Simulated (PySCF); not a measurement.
PySCF input for Sb(Cl)2(Me) (CH3Cl2Sb), SMILES [CH3][Sb]([Cl])[Cl], B3LYP-D3(BJ)/def2-SVP. Coordinates come from a B3LYP-D3(BJ)/def2-SVP optimisation. A frequency run showed that this geometry is not a minimum. The structure was generated by enumeration; whether it is a known compound was not checked. The def2 effective core potentials stand for the cores of Sb; spin–orbit coupling is left out.

```python
import numpy as np
from pyscf import gto, scf, dft, df
from pyscf.hessian import thermo

mol = gto.M(
    atom='''
    Sb   -0.47538516   -0.32872606   -0.00000001
    Cl    0.37237920    0.97188837    1.83221641
    Cl    0.37237920    0.97188838   -1.83221640
    C     1.19644348   -1.73532270   -0.00000001
    H     1.79640563   -1.55045843   -0.90118983
    H     1.79640562   -1.55045843    0.90118982
    H     0.81227799   -2.76632251   -0.00000001
    ''',
    basis='def2-SVP',
    ecp={'Sb': 'def2-svp'},
    charge=0,
    spin=0,
    max_memory=1600,
    verbose=3,
)
mf = dft.RKS(mol, xc='b3lyp').density_fit(auxbasis='def2-universal-jkfit')
mf.disp = 'd3bj'
mf.grids.level = 3
mf.conv_tol = 1e-11
mf.max_cycle = 100
mf.kernel()

# [left out here: the lines that compute and print the analytic Hessian (its translational invariance restored by hand, since the grid's response is missing), thermochemistry and intensities]
```

It prints:

```
converged SCF energy = -1200.43968565817

WARN: DFTD3 does not support analytical Hessian, using finite difference


WARN: Mole.unit (angstrom) is changed to Bohr

Mode                                 0                   1                   2
Irrep
Freq [cm^-1]                     -107.7555            115.0371            162.5590
Reduced mass [au]                   1.0210             29.4584              3.6728
Force const [Dyne/A]               -0.0070              0.2297              0.0572
Char temp [K]                    -155.0362            165.5128            233.8862
Normal mode                   x     y     z       x     y     z       x     y     z
       0  Sb                 0.00  0.00  0.00    0.01  0.03  0.00    0.00  0.00 -0.02
       1  Cl                 0.01  0.00 -0.01   -0.02 -0.06  0.09    0.04 -0.04 -0.01
       2  Cl                -0.01 -0.00 -0.01   -0.02 -0.06 -0.09   -0.04  0.04 -0.01
       3   C                -0.00 -0.00  0.02    0.02  0.04 -0.00   -0.00 -0.00  0.20
       4   H                 0.32  0.37  0.31    0.02  0.05 -0.00    0.08 -0.11  0.23
       5   H                -0.32 -0.37  0.31    0.02  0.05  0.00   -0.08  0.11  0.23
       6   H                -0.00 -0.00 -0.55    0.03  0.04 -0.00   -0.00 -0.00  0.29
Mode                                 3                   4                   5
Irrep
Freq [cm^-1]                      172.8658            347.1721            355.9701
Reduced mass [au]                   4.4599             40.0692             39.6891
Force const [Dyne/A]                0.0785              2.8454              2.9631
Char temp [K]                     248.7155            499.5034            512.1617
Normal mode                   x     y     z       x     y     z       x     y     z
       0  Sb                 0.04  0.00  0.00   -0.00 -0.00 -0.04    0.02  0.03 -0.00
       1  Cl                -0.05  0.03  0.02    0.04  0.06  0.08   -0.04 -0.06 -0.08
       2  Cl                -0.05  0.03 -0.02   -0.04 -0.06  0.08   -0.04 -0.06  0.08
       3   C                -0.09 -0.15 -0.00   -0.00  0.00 -0.01    0.01  0.00 -0.00
       4   H                -0.06 -0.24 -0.00    0.02 -0.02  0.00    0.01 -0.02  0.00
       5   H                -0.06 -0.24  0.00   -0.02  0.02  0.00    0.01 -0.02 -0.00
       6   H                -0.24 -0.09 -0.00    0.00 -0.00  0.00   -0.01  0.01  0.00
Mode                                 6                   7                   8
Irrep
Freq [cm^-1]                      502.2016            753.4492            768.0861
Reduced mass [au]                   4.3199              1.1742              1.1869
Force const [Dyne/A]                0.6419              0.3927              0.4125
Char temp [K]                     722.5563           1084.0456           1105.1049
Normal mode                   x     y     z       x     y     z       x     y     z
       0  Sb                 0.02 -0.02  0.00   -0.00 -0.00  0.01    0.01  0.00  0.00
       1  Cl                -0.00 -0.00 -0.00   -0.00  0.00 -0.00   -0.00  0.00  0.00
       2  Cl                -0.00 -0.00  0.00    0.00 -0.00 -0.00   -0.00  0.00 -0.00
       3   C                -0.18  0.16 -0.00    0.00  0.00 -0.11   -0.08 -0.08 -0.00
       4   H                -0.17  0.13  0.00    0.50 -0.35  0.15   -0.16  0.39  0.04
       5   H                -0.17  0.13 -0.00   -0.50  0.35  0.15   -0.16  0.39 -0.04
       6   H                -0.22  0.18 -0.00   -0.00  0.00  0.23    0.60 -0.33  0.00
Mode                                 9                  10                  11
Irrep
Freq [cm^-1]                     1203.3477           1422.1364           1431.6254
Reduced mass [au]                   1.1948              1.0567              1.0571
Force const [Dyne/A]                1.0194              1.2592              1.2765
Char temp [K]                    1731.3495           2046.1377           2059.7902
Normal mode                   x     y     z       x     y     z       x     y     z
       0  Sb                 0.00 -0.00  0.00    0.00  0.00 -0.00    0.00  0.00  0.00
       1  Cl                -0.00 -0.00 -0.00    0.00 -0.00 -0.00   -0.00  0.00 -0.00
       2  Cl                -0.00 -0.00  0.00   -0.00  0.00 -0.00   -0.00  0.00  0.00
       3   C                 0.09 -0.07 -0.00    0.00  0.00 -0.06    0.04  0.05  0.00
       4   H                -0.33  0.37 -0.17    0.05  0.45  0.07   -0.43 -0.31 -0.37
       5   H                -0.33  0.37  0.17   -0.05 -0.45  0.07   -0.43 -0.31  0.37
       6   H                -0.50  0.17  0.00    0.00 -0.00  0.72    0.33 -0.07 -0.00
Mode                                12                  13                  14
Irrep
Freq [cm^-1]                     3044.0607           3160.1726           3177.6487
Reduced mass [au]                   1.0291              1.1060              1.1073
Force const [Dyne/A]                5.6186              6.5077              6.5879
Char temp [K]                    4379.7256           4546.7847           4571.9290
Normal mode                   x     y     z       x     y     z       x     y     z
       0  Sb                -0.00  0.00 -0.00    0.00  0.00 -0.00   -0.00 -0.00  0.00
       1  Cl                -0.00  0.00  0.00   -0.00  0.00 -0.00   -0.00  0.00 -0.00
       2  Cl                -0.00  0.00 -0.00   -0.00  0.00  0.00    0.00 -0.00 -0.00
       3   C                 0.03 -0.03  0.00    0.06  0.07  0.00   -0.00 -0.00  0.09
       4   H                -0.28 -0.10  0.43   -0.23 -0.07  0.37    0.37  0.12 -0.55
       5   H                -0.28 -0.10 -0.43   -0.23 -0.07 -0.37   -0.37 -0.12 -0.55
       6   H                 0.24  0.60  0.00   -0.25 -0.67  0.00    0.00  0.00  0.01
temperature 298.1500 [K]
pressure 101325.00 [Pa]
Rotational constants [GHz] 2.66305 1.69289 1.36389
Symmetry number 1
Zero-point energy (ZPE) 0.03785 [Eh]   99387.740 [J/mol]
                           tot       elec      trans        rot        vib
Entropy [J/mol/K]       342.583      0.000    175.296    118.612     48.676
Cv [J/mol/K]             74.824      0.000     12.472     12.472     49.880
Cp [J/mol/K]             83.138      0.000     20.786     12.472     49.880
Internal energy [J/mol]                      3718.434   3718.434 107487.587
Internal energy [Eh]   -1200.39591  -1200.43969
Enthalpy [J/mol]                             6197.391   3718.434 107487.587
Enthalpy [Eh]          -1200.39497
Gibbs free energy [J/mol]                  -46067.004 -31645.621  92974.950
Gibbs free energy [Eh] -1200.43387
mode   freq/cm-1   IR/(km/mol)
   1     -107.76         0.001
   2      115.04         2.030
   3      162.56         0.364
   4      172.87         4.621
   5      347.17        59.020
   6      355.97        29.269
   7      502.20        17.433
   8      753.45         5.683
   9      768.09         9.207
  10     1203.35         1.841
  11     1422.14         6.507
  12     1431.63         6.289
  13     3044.06         3.086
  14     3160.17         2.060
  15     3177.65         0.077
max |gradient| / (hartree/bohr): 0.0001268069081659664
APT charges: [ 1.2238 -0.5208 -0.5208 -0.2197  0.0157  0.0157  0.0056]
```

The calculation finished and met its thresholds. The end point has an imaginary mode, so it is no minimum.
